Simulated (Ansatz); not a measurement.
The cluster Ge₂O₄⁻ (the lowest doublet isomer of a short search). The state is a doublet with charge -1. Geometry PBE-D4/def2-SVPD, basis def2-TZVPD, Ansatz.

```csv
atom,x (Å),y (Å),z (Å)
Ge1,0.974,0.753,-0.005
Ge2,-0.978,-1.092,-0.378
O3,0.739,-0.920,0.575
O4,-0.571,0.765,-0.902
O5,-2.381,-1.365,0.555
O6,2.217,1.859,0.154
```

```csv
run,HOMO (eV),LUMO (eV)
A,-5.26,4.01
B,-1.43,0.14
C,-1.91,0.40
D,-1.10,-0.16
E,-2.30,0.77
```

HSE06 is defined as in plane-wave codes, on full-range PBE exchange. The structure comes from a short search, and lower isomers may exist.

HOMO and LUMO are taken over both spins.

Problem. The runs used HF, HSE06, PBE, PBE0, r2SCAN. Estimate which is which.

Solution. A HF (100 % exact exchange); B r2SCAN (0 % exact exchange); C HSE06 (range-separated); D PBE (0 % exact exchange); E PBE0 (25 % exact exchange). Exact exchange lowers occupied and raises empty levels; among semilocal functionals meta-GGAs tend to open the gap a little, and such runs are hard to tell apart. The gap grows from 0.95 eV (PBE) to 9.26 eV (HF).
